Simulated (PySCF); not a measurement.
Precursor series Cd Cl-OH. All species are isolated molecules in the gas phase. One relaxed conformer stands for each flexible species; it need not be the lowest.

These are TPSSh-D3(BJ)/def2-TZVP // TPSS-D3(BJ)/def2-SVP in PySCF 2.14.0 values and carry that method's errors. All candidates: neutral, multiplicity 1. 

- HOMO–LUMO gap: 5.43 eV
- LUMO: -2.72 eV
- HOMO: -8.15 eV

**Question.** Name which member has these values.
(A) [Cd(OH)2]
(B) [Cd(Cl)2]
(C) [Cd(Cl)(OH)]

**Answer.** B, [Cd(Cl)2]. The others give [Cd(OH)2]: 5.00 eV, -1.94 eV, -6.94 eV; [Cd(Cl)(OH)]: 5.14 eV, -2.33 eV, -7.47 eV
